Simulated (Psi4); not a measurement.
A dimer, C2H4 ··· H4N+ (SMILES C=C and [NH4+]) (charge +1); the first 6 atoms form monomer A.

```
11

C     -0.6523     0.1146     0.0027
C      0.6523    -0.1146    -0.0027
H     -1.1210     0.7211     0.7682
H     -1.3058    -0.2948    -0.7581
H      1.3058     0.2948     0.7581
H      1.1211    -0.7211    -0.7682
N     -0.3459    -2.3956     1.6747
H     -1.1242    -2.9540     1.3099
H      0.5121    -2.9563     1.6626
H     -0.2186    -1.5636     1.0896
H     -0.5528    -2.1083     2.6367
```

Problem. What interaction energy does SAPT0/jun-cc-pVDZ, frozen core (Psi4 1.11) give, and which attractive term is the largest?

Solution. Total -8.34 kcal/mol: electrostatics -14.30, exchange 21.94, induction -12.27, dispersion -3.71. The most attractive term is electrostatics.
